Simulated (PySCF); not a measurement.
# Electron correlation in C²⁺ (carbon, charge +2)

[He] 2s1 3s1, high-spin 3S determinant (an excited configuration). Calculation: PySCF 2.14, in aug-cc-pwCVTZ; the non-relativistic Hamiltonian (point nucleus). Frozen: nothing; 4 electrons correlated.

| level | correlation energy (mhartree) |
| --- | --- |
| CCSD | -53.76 |
| (T) | -0.20 |
| CCSD(T) | -53.96 |

Diagnostics: T1 = 0.0060, D1 = 0.0170, largest double amplitude 0.083.

The outer electron is Rydberg-like, and this basis confines it to a smaller radius and binds it less than a complete one would.

Cost of the coupled-cluster step: roughly 2.2 core-seconds, for 4 correlated electrons.
